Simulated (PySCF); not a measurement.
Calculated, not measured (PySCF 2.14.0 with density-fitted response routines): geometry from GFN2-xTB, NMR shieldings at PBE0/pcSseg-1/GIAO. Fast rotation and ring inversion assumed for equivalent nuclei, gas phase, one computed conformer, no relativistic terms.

References, each an isolated molecule treated in the same way: ¹H, ¹³C against TMS. Shifts are as computed. Against solution values, carbons near 30 ppm lie about +3 ppm off and those near 130 ppm about +5 ppm. Of 1211 compounds with measured shifts, 218 miss one by over three times the rms of a fit or turn the order of signals round; such compounds aren't used in these exercises. OH and NH positions are gas-phase values without hydrogen bonding to other molecules.

Question: Order these molecules by the shift of their most deshielded carbon-bound hydrogen, lowest δ first.
A. C=CCC=C
B. CN1CCC(O)CC1
C. F[C@H]1C[Si@@H](C2CC2)C1

Answer: B (3.28 ppm, hydrogen on an sp3 CH bonded to O), C (5.15 ppm, hydrogen on an sp3 CH bonded to F), A (5.98 ppm, hydrogen on an alkene CH).

Question: Order these molecules by the shift of their most shielded carbon-bound hydrogen, lowest δ first.
A. C=CCC=C
B. F[C@H]1C[Si@@H](C2CC2)C1
C. CN1CCC(O)CC1

Answer: B (-0.06 ppm, hydrogen on a three-membered-ring carbon), C (1.21 ppm, hydrogen on an sp3 CH2 in a ring), A (2.91 ppm, hydrogen on an allylic sp3 CH2).

Question: How many ¹³C and ¹H signals does each give (equivalence by symmetry and fast rotation, but not about amide C–N or C=N bonds)? `F[C@H]1C[Si@@H](C2CC2)C1`, `C=CCC=C`, `CN1CCC(O)CC1`, `FC(F)(F)C(F)(F)C#P`

Answer: F[C@H]1C[Si@@H](C2CC2)C1: 4 C, 7 H; C=CCC=C: 3 C, 4 H; CN1CCC(O)CC1: 4 C, 7 H; FC(F)(F)C(F)(F)C#P: 3 C, 0 H.
